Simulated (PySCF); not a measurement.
C7H7, SMILES [c]1ccc(cc1)C (connectivity only; charge and spin as stated), charge +1, multiplicity 1. Heavy atoms are numbered as in [CH3:1][c:2]1[cH:3][cH:4][c:5][cH:6][cH:7]1. Hydrogens are named by the atom that carries them.

Geometry: PBE0-D3(BJ)/def2-SVP. The multiplicity is an assumed one; other spin states were not compared. The isomer is the one that the SMILES or the coordinates give; other isomers of the formula were not compared.

Level of theory: HF/pcSseg-1 (PySCF).

GIAO shieldings, no solvent; atoms alike by connectivity are averaged. δ = σ(ref) − σ: ¹³C against TMS (σ = 192.6 ppm); ¹H against TMS (σ = 31.99 ppm), references at their B3LYP-D3(BJ)/def2-TZVP geometries, non-relativistic.

Q: Estimate the chemical shifts. (An estimate is asked for; the answer gives what the named calculation found.)

A: 
| nucleus | atoms | count | δ (ppm) |
|---|---|---|---|
| ¹³C | C5 | 1 | 380.1 |
| ¹³C | C2 | 1 | 155.4 |
| ¹³C | C3 (CH) | 2 | 144.3 |
| ¹³C | C4 (CH) | 2 | 97.3 |
| ¹³C | C1 (CH3) | 1 | 20.2 |
| ¹H | H on C4 | 2 | 9.17 |
| ¹H | H on C3 | 2 | 8.23 |
| ¹H | H on C1 | 3 | 3.27 |
